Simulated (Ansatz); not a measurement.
Isolated molecules relaxed with PBE0-D4/def2-TZVP in Ansatz; ΔE leaves out vibrations. CBS: MP2 limit from def2 TZ/QZ plus the TZ coupled-cluster correction, frozen cores. This one scheme is used for every species. DFT in def2-TZVPP. B3LYP here is the variant with VWN-RPA as its local correlation; programs differ in this. HSE06 is defined as in plane-wave codes. Each species was taken in one conformer, which may not be the lowest.

Consider the substitution at a C–C bond: `C=CCS` + `[SiH3][SiH2]S` → `[SiH3][SiH2]SCS` + ethylene.

| level | ΔE (kcal/mol) | difference from CCSD(T)/CBS |
| --- | --- | --- |
| LDA (SPW92) | 4.2 | 0.3 |
| PBE-D4 | 3.1 | -0.8 |
| revPBE-D4 | 2.4 | -1.5 |
| BLYP-D4 | 2.6 | -1.3 |
| r2SCAN-D4 | 4.4 | 0.5 |
| B97M-V | 4.9 | 1.0 |
| PBE0-D4 | 4.0 | 0.1 |
| B3LYP-D4 | 3.5 | -0.4 |
| r2SCANh-D4 | 4.5 | 0.6 |
| r2SCAN0-D4 | 4.8 | 0.9 |
| HSE06-D4 | 4.0 | 0.1 |
| BHLYP-D4 | 4.1 | 0.2 |
| CAM-B3LYP-D4 | 5.0 | 1.1 |
| ωB97X-V | 4.6 | 0.7 |
| ωB97M-V | 3.9 | 0.0 |
| B2PLYP | 5.6 | 1.7 |
| PBE-QIDH | 5.1 | 1.2 |
| PBE | 5.0 | 1.1 |
| revPBE | 5.9 | 2.0 |
| BLYP | 6.4 | 2.5 |
| r2SCAN | 4.9 | 1.0 |
| PBE0 | 5.7 | 1.8 |
| B3LYP | 6.7 | 2.8 |
| r2SCANh | 5.1 | 1.2 |
| r2SCAN0 | 5.4 | 1.5 |
| HSE06 | 5.7 | 1.8 |
| BHLYP | 7.2 | 3.3 |
| CAM-B3LYP | 6.9 | 3.0 |
| LC-ωPBE | 6.1 | 2.2 |
| RPA@PBE/def2-TZVPP | 5.2 | 1.3 |
| CCSD/def2-SVP | 6.4 | 2.5 |
| CCSD(T)/def2-SVP | 5.8 | 1.9 |
| HF/def2-TZVPP | 8.7 | 4.8 |
| MP2/def2-TZVPP | 4.3 | 0.4 |
| SCS-MP2/def2-TZVPP | 5.0 | 1.1 |
| CCSD/def2-TZVPP | 6.0 | 2.1 |
| MP2/def2-QZVPP | 3.8 | -0.1 |
| HF/CBS(def2) | 8.9 | 5.0 |
| MP2/CBS(def2) | 3.3 | -0.6 |
| CCSD/CBS(def2) | 4.9 | 1.0 |
| CCSD(T)/CBS | 3.9 | 0 |

Largest T1 diagnostic among the species: 0.012.

At CCSD(T), def2-SVP lies +1.9 kcal/mol from the extrapolated value and def2-TZVPP +1.0 kcal/mol. From BLYP to BHLYP (50 % exact exchange), in def2-TZVPP and without D4, ΔE moves by +0.7 kcal/mol.
